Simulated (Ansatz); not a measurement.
Basis-set series for `[SiH3]N([SiH3])[Si]Br`. Charge 0, multiplicity 1. Geometry: relaxed with PBE0-D4/def2-TZVP. It is one conformer, not always the lowest.

```csv
functional,basis,functions,energy (Eh),HOMO (eV),LUMO (eV)
PBE0-D4,def2-SVP,130,-3499.72098,-7.11,-2.07
PBE0-D4,def2-QZVPP,536,-3500.49506,-7.18,-2.17
ωB97M-V,def2-SVP,130,-3500.21335,-9.13,-0.04
ωB97M-V,def2-QZVPP,536,-3500.98567,-9.24,-0.29
```

(1) Give the rows for def2-TZVPP. (Best estimate.)

Results:

(1) The calculation gave: 
```json
{"functional": "PBE0-D4", "basis": "def2-TZVPP", "functions": "289", "energy (Eh)": "-3500.40926", "HOMO (eV)": "-7.16", "LUMO (eV)": "-2.15"}
{"functional": "ωB97M-V", "basis": "def2-TZVPP", "functions": "289", "energy (Eh)": "-3500.90427", "HOMO (eV)": "-9.23", "LUMO (eV)": "-0.22"}
```

Scalar relativity is left out up to krypton.

Results of the Gaussian-basis code of Ansatz.
